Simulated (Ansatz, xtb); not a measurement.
## Relative energy of two isomers of CH2ClFSn

Structure I: `[CH2]=[Sn]([F])[Cl]`, a singlet. Structure II: `F[CH2][Sn][Cl]`, a singlet. Both are isolated molecules in the gas phase, relaxed with PBE-D3(BJ)/def2-SVP; the shapes shown needn't be the lowest conformers.

I (Å):

```yaml
atoms:
  - { symbol: C, position_ang: [-0.1694, 2.5948, 0.2773] }
  - { symbol: Cl, position_ang: [1.0759, -0.0005, -2.3277] }
  - { symbol: F, position_ang: [-0.8042, 2.6957, -3.1137] }
  - { symbol: Sn, position_ang: [0.3533, 2.1397, -1.6359] }
  - { symbol: H, position_ang: [-0.4530, 3.6633, 0.3732] }
  - { symbol: H, position_ang: [0.6270, 2.3016, 0.9920] }
```

II (Å):

```yaml
atoms:
  - { symbol: C, position_ang: [-1.7670, 0.7891, 1.1408] }
  - { symbol: Cl, position_ang: [0.7813, -0.7074, 2.6903] }
  - { symbol: F, position_ang: [-2.4021, 1.7089, 0.3117] }
  - { symbol: Sn, position_ang: [0.4586, 1.1373, 1.1579] }
  - { symbol: H, position_ang: [-2.1658, 0.8712, 2.1798] }
  - { symbol: H, position_ang: [-1.9795, -0.2500, 0.7935] }
```

Quicker runs give these differences E(II) − E(I): GFN2-xTB −33.6 kcal/mol; HF/STO-3G −70.1 kcal/mol (at GFN2-xTB geometries); r2SCAN-D4/def2-SVP −24.8 kcal/mol (at GFN2-xTB geometries).

Q: Estimate E(II) − E(I) at the level CCSD(T)/def2-TZVP.

A: Calculated at CCSD(T)/def2-TZVP: E(II) − E(I) = −14.1 kcal/mol, so structure II lies lower.

How the difference moves with the method:

```csv
level,geometry,E(II) − E(I) (kcal/mol),departure from the last row (kcal/mol),"job, with rough time for the two"
GFN2-xTB,GFN2-xTB,−33.6,−19.6,"optimisation, 0.48 s"
HF/STO-3G,GFN2-xTB,−70.1,−56.1,"single point, 1.6 s"
r2SCAN-D4/def2-SVP,GFN2-xTB,−24.8,−10.8,"single point, 3.7 s"
PBE-D3(BJ)/def2-SVP,PBE-D3(BJ)/def2-SVP,−21.7,−7.7,"optimisation, 20 s"
HF/def2-TZVP,PBE-D3(BJ)/def2-SVP,−26.5,−12.5,part of the CCSD(T) run
MP2/def2-TZVP,PBE-D3(BJ)/def2-SVP,−15.1,−1.1,part of the CCSD(T) run
CCSD(T)/def2-TZVP,PBE-D3(BJ)/def2-SVP,−14.1,,"single point, 92 s"
```

As drawn, II has 1 C–F, 1 C–Sn in place of 1 C=Sn, 1 F–Sn.

None of the levels shown reverses the order. The largest departure from CCSD(T)/def2-TZVP is that of HF/STO-3G, 56.1 kcal/mol.

With harmonic frequencies from PBE-D3(BJ)/def2-SVP (ideal gas, rigid rotor, one conformer each, 1000 K, 1 atm): the zero-point term adds +1.6 kcal/mol; ΔH is −13.5 and ΔG −12.8 kcal/mol.

The correlated steps freeze 11 core orbitals; the filled d shell of Sn is correlated, in a basis made for valence electrons. Atoms past krypton carry core potentials in the def2 sets, other sets are all-electron and non-relativistic, and no spin–orbit term is included. Mirror images aren't counted in ΔG. Programs: Ansatz 0.2.0, xtb 6.7.1; the last row on 2 threads of Intel(R) Xeon(R) Platinum 8259CL CPU @ 2.50GHz (Skylake/Cascade Lake) on a shared host.
